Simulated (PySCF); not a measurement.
Species: C7H12P (charge +1).
SMILES with atom numbers: `[CH:1]#[C:2][CH2:3][P@H+:4]([CH3:5])[CH2:6][CH:7]=[CH2:8]` (hydrogens: H9 on C1; H10, H11 on C3; H12 on P4; H13, H14, H15 on C5; H16, H17 on C6; H18 on C7; H19, H20 on C8)

Computed with PySCF at CAM-B3LYP/def2-SVPD, non-relativistic, on one gas-phase PBE0-D3(BJ)/def2-SVP geometry that isn't relaxed in the solvent. The solvent is an IEF-PCM continuum (van der Waals radii × 1.2), and excitations are vertical TDDFT with non-equilibrium linear response and a frozen core. Only the electrostatic response of the medium enters.

Gas-phase singlets (H = HOMO, L = LUMO):

```
state  E (eV)  λ (nm)      f  leading configuration
   S1   6.288     197  0.000              H-1→L 28%
   S2   6.613     187  0.012            H-1→L+5 22%
   S3   6.734     184  0.001            H-2→L+5 46%
   S4   7.054     176  0.364                H→L 92%
   S5   7.318     169  0.055              H→L+1 84%
```

**Question.** Give the list for acetone (ε = 20.49), n² = 1.85.

**Answer.** 
| state | E (eV) | λ (nm) | f | leading configuration | change by rank (eV) |
| --- | --- | --- | --- | --- | --- |
| S1 | 6.415 | 193 | 0.000 | H-2→L+1 43% | +0.127 |
| S2 | 6.700 | 185 | 0.013 | H-1→L+1 28% | +0.087 |
| S3 | 6.777 | 183 | 0.001 | H-1→L+3 36% | +0.043 |
| S4 | 7.020 | 177 | 0.589 | H→L 94% | -0.034 |
| S5 | 7.526 | 165 | 0.031 | H→L+2 29% | +0.208 |

**Question.** How do the frontier levels move from gas to acetone?

**Answer.** 
| orbital | gas (eV) | solvent (eV) | change (eV) | Löwdin shares, gas | Löwdin shares, solvent |
| --- | --- | --- | --- | --- | --- |
| LUMO+2 | -2.64 | 1.16 | +3.80 | P4 21 %, H12 14 %, C5 12 %, H13 6 % | C1 20 %, C2 14 %, C3 9 %, C7 7 % |
| LUMO+1 | -3.12 | 0.82 | +3.94 | H12 19 %, P4 16 %, C8 8 %, C3 7 % | H12 15 %, P4 15 %, C1 14 %, C2 12 % |
| LUMO | -3.29 | 0.49 | +3.78 | P4 19 %, C8 18 %, C7 15 %, H12 7 % | C8 28 %, C7 25 %, P4 10 %, C6 7 % |
| HOMO | -13.04 | -9.40 | +3.64 | C7 36 %, C8 36 %, C6 8 %, P4 4 % | C8 36 %, C7 35 %, C6 8 %, P4 4 % |
| HOMO-1 | -13.48 | -9.91 | +3.57 | C2 42 %, C1 41 %, C3 8 % | C1 38 %, C2 38 %, C3 7 %, P4 5 % |
| HOMO-2 | -13.50 | -9.93 | +3.57 | C2 39 %, C1 38 %, C3 7 %, P4 4 % | C1 41 %, C2 40 %, C3 8 % |
| HOMO-3 | -15.47 | -11.76 | +3.71 | C8 25 %, C7 22 %, C6 12 %, H20 11 % | C7 22 %, C8 22 %, C6 14 %, H18 11 % |

The HOMO–LUMO gap goes from 9.75 to 9.89 eV. Rows go by rank; for LUMO, LUMO+1 and LUMO+2 the atom shares or the degeneracy differ between the runs, so the row needn't follow one orbital.

Shape of the structure used: `[CH:1]#[C:2][CH2:3][P@H+:4]([CH3:5])[CH2:6][CH:7]=[CH2:8]`: C2–C3–P4–C5 63°, C3–P4–C6–C7 -51°, P4–C6–C7–C8 -100°.
